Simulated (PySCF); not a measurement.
LDA on Ti- (titanium, charge -1), [Ar] 3d3 4s2, high-spin 4F determinant. Calculation: PySCF 2.14, in dyall-av2z (16s12p7d2f, 101 functions); no relativity, point nucleus.

```
cycle= 1 E= -847.337850987285  delta_E= -0.0419  |g|= 0.106  |ddm|= 1.07
cycle= 2 E= -847.31792930288  delta_E= 0.0199  |g|= 0.25  |ddm|= 0.228
cycle= 3 E= -847.340502426085  delta_E= -0.0226  |g|= 0.0386  |ddm|= 0.261
cycle= 4 E= -847.341226748696  delta_E= -0.000724  |g|= 0.0309  |ddm|= 0.15
cycle= 5 E= -847.341967536754  delta_E= -0.000741  |g|= 0.00133  |ddm|= 0.0486
cycle= 6 E= -847.341970772457  delta_E= -3.24e-06  |g|= 0.000473  |ddm|= 0.00656
cycle= 7 E= -847.34197095156  delta_E= -1.79e-07  |g|= 2.18e-05  |ddm|= 0.00111
cycle= 8 E= -847.34197095208  delta_E= -5.2e-10  |g|= 2.23e-06  |ddm|= 0.000111
converged SCF energy = -847.34197095208  <S^2> = 3.7929883  2S+1 = 4.0214367
```

Highest occupied orbital energy: 1.898 eV; ⟨L²⟩ = 12.00; populations by l: s 8.00, p 12.00, d 3.00, f 0.00.

Can this result be used?

With care. The run converged. At LDA the highest occupied level has a positive energy, so only the finite basis holds that electron; in a semilocal or global hybrid functional this comes from self-interaction and does not mean that the real anion is unbound.
